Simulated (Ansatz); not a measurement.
Coupled-cluster diagnostics for SnHMe2Cl (C2H7ClSn), Ansatz.

Geometry of the singlet (PBE-D4/def2-SVP):

```xyz
11

Sn   -0.475   -0.261   -0.538
H    -1.732   -1.434   -0.768
C     1.446   -1.160   -0.115
H     1.390   -1.747    0.822
H     2.204   -0.362   -0.004
H     1.736   -1.826   -0.949
C    -1.017    1.288    0.869
H    -1.949    1.784    0.538
H    -0.203    2.036    0.918
H    -1.172    0.848    1.874
Cl   -0.230    0.835   -2.649
```

In the def2 sets Sn takes a core potential; there is no spin–orbit coupling. Correlated methods freeze 11 core orbitals; core or outer-core shells of Sn are correlated, in sets that lack core-valence functions.

(1) Estimate the CCSD(T) correlation energy, the shares of MP2 and (T), T1 and the reference's ⟨S²⟩ for: charge 0, singlet, own geometry in def2-TZVP; and the rough time on 4 threads of Intel Xeon on a shared host.

Results:

(1) 
```json
{"state": "charge 0, singlet, own geometry", "basis": "def2-TZVP", "correlation (eV)": "-25.438", "MP2 share (%)": "91.6", "(T) share (%)": "3.5", "T1": "0.011", "⟨S²⟩ (pure)": "0.00 (0.00)", "wall time": "1.8 min"}
```
Customary marks for T1 are 0.02 (closed shells), 0.045 (open shells) and about 0.05 (3d metals). T1 stays under 0.02 throughout.
